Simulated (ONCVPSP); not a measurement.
## Scattering properties, ONCV potential for lead

* Element: Pb
* Generator: ONCVPSP 4.0.1
* Type: optimised norm-conserving Vanderbilt (ONCV)
* Functional: LDA (Perdew-Zunger)
* Relativity: scalar-relativistic
* Frozen core: [Kr] 4d10 4f14
* Valence charge: 22
* Reference configuration: 5s2 5p6 5d10 6s1.5 6p2.5
* Partial waves: 5s+6s: rc 1.40 bohr, ncon 4, nbas 7, qcut 7.6 1/bohr, 2 projectors; 5p+6p: rc 1.50 bohr, ncon 3, nbas 7, qcut 9.1 1/bohr, 3 projectors, debl 1.4 Ha; 5d: rc 1.30 bohr, ncon 5, nbas 9, qcut 6.2 1/bohr, 1 projector
* Local potential: polynomial inside 0.90 bohr (lpopt 5, dvloc0 3 Ha)
* Core correction: Teter function, parameters optimised by the program

The phase is arctan(r·R′/R) of the radial function R(r), unwrapped; energies in Ha, scanned from -7 to 5 Ha. A pole is an energy at which the radial function vanishes at the test radius. The pseudo phase is shifted by a multiple of π to meet the all-electron one at the reference energy, and phase errors are pseudo minus all-electron; the curves can meet again beyond the range given. Levels narrower than the energy grid can be missing from the lists of poles.

**Question.** For each channel, where are the poles, and over which energies does the pseudopotential scatter like the atom?

**Answer.**

| channel | radius (bohr) | reference energy (Ha) | poles, all-electron | poles, pseudo | unbroken range about the reference energy with phases within 0.05 rad | phase error 1 Ha above the reference energy (rad) |
| --- | --- | --- | --- | --- | --- | --- |
| s | 1.42 | -0.47 | -4.81 | -4.81, 2.01 | below 1.6 | -0.004 |
| p | 1.53 | -0.15 | -2.55 | -2.55 | the whole range | +0.000 |
| d | 1.32 | -0.81 | 2.14 | 2.00 | below 4.1 | -0.002 |

Note: no bound ghost flagged; GHOST(+) flagged for s at 55.0 eV, p at 503.9 eV.

Phases in the d channel:

| E (Ha) | all-electron | pseudo |
| --- | --- | --- |
| -6.96 | 1.264 | 1.262 |
| -6.64 | 1.251 | 1.248 |
| -6.32 | 1.236 | 1.233 |
| -6.00 | 1.218 | 1.215 |
| -5.68 | 1.198 | 1.195 |
| -5.36 | 1.175 | 1.171 |
| -5.04 | 1.147 | 1.143 |
| -4.72 | 1.114 | 1.109 |
| -4.40 | 1.074 | 1.068 |
| -4.08 | 1.023 | 1.017 |
| -3.76 | 0.958 | 0.951 |
| -3.44 | 0.873 | 0.865 |
| -3.12 | 0.757 | 0.747 |
| -2.80 | 0.594 | 0.583 |
| -2.48 | 0.364 | 0.353 |
| -2.16 | 0.058 | 0.048 |
| -1.84 | -0.293 | -0.300 |
| -1.52 | -0.615 | -0.618 |
| -1.20 | -0.864 | -0.865 |
| -0.88 | -1.042 | -1.042 |
| -0.56 | -1.169 | -1.169 |
| -0.24 | -1.263 | -1.263 |
| 0.08 | -1.334 | -1.335 |
| 0.40 | -1.390 | -1.392 |
| 0.72 | -1.435 | -1.439 |
| 1.04 | -1.473 | -1.478 |
| 1.36 | -1.506 | -1.512 |
| 1.68 | -1.535 | -1.543 |
| 2.00 | -1.560 | -1.571 |
| 2.32 | -1.584 | -1.598 |
| 2.64 | -1.607 | -1.623 |
| 2.96 | -1.628 | -1.649 |
| 3.28 | -1.649 | -1.676 |
| 3.60 | -1.670 | -1.704 |
| 3.92 | -1.691 | -1.735 |
| 4.24 | -1.714 | -1.770 |
| 4.56 | -1.738 | -1.813 |
| 4.88 | -1.764 | -1.866 |
